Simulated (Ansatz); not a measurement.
Abridged output of a molecular run in Ansatz:

```
Functional definition: HF
1515 factors; integrals over basis functions are off by at most 1.3e-3 eV
mean field evaluation 1: about -21862.9539 eV, gradient 3.2e1 eV
mean field evaluation 2: about -21863.3436 eV, gradient 3.2e1 eV
mean field evaluation 4: about -21866.5630 eV, gradient 5.2e0 eV
mean field evaluation 8: about -21866.6591 eV, gradient 4.5e-1 eV
mean field -21866.66005495 eV, -803.5849352648 hartree, gradient 2.9e-6 eV, S^2 0.000000; 0 other end points of the search recorded, 0 dependent functions left out
13 core orbitals not correlated: weight in the atoms' cores, before any rotation towards them, 1.000 or more for the frozen orbitals, at most 0.000 for the correlated occupied ones
reference -21866.66005495 eV, -803.5849352648 hartree; 14, 14 occupied and 234, 234 virtual orbitals, 1515 factors
second order -21.07322915 eV of doubles, -0.00000000 eV of singles
cycle   1  -21.61343689 eV  change   -5.4e-1 eV  update   1.1e-1
cycle   2  -22.26551605 eV  change   -6.5e-1 eV  update   3.5e-2
cycle   3  -22.39468455 eV  change   -1.3e-1 eV  update   1.6e-2
cycle   4  -22.39122939 eV  change    3.5e-3 eV  update   4.3e-3
cycle   5  -22.39230255 eV  change   -1.1e-3 eV  update   1.9e-3
cycle   6  -22.39247468 eV  change   -1.7e-4 eV  update   4.6e-4
cycle   7  -22.39242249 eV  change    5.2e-5 eV  update   1.6e-4
cycle   8  -22.39248237 eV  change   -6.0e-5 eV  update   5.4e-5
cycle   9  -22.39248560 eV  change   -3.2e-6 eV  update   2.2e-5
perturbative correction -1.07775742 eV, -0.0396068548 hartree
Total energy: -21890.13029797 eV, -804.4474507870 hartree
```

Its atoms:

Cartesian coordinates in Å:
```
C 0.5079 -1.8077 1.6917
C 0.5291 -0.5166 1.0359
C 0.5474 0.5594 0.4907
S 0.6030 2.0772 -0.2360
Si -0.7081 1.6022 -1.8711
H 1.5049 -2.2552 1.7161
H -0.1552 -2.4970 1.1626
H 0.1484 -1.7218 2.7204
H -0.1330 0.5028 -2.6826
H -2.0414 1.2075 -1.3570
H -0.8029 2.8494 -2.6707
```

Problem. Which basis set was used?
A. cc-pV(Q+d)Z
B. def2-SVPD
C. def2-TZVPP
D. cc-pV(D+d)Z

Solution. C. It gives 261 functions.

Problem. Write the keys of the input that set method, charge and spin (a neutral closed shell needs none for the last two).

Solution. 
```yaml
correlation: {method: ccsd_t}
```
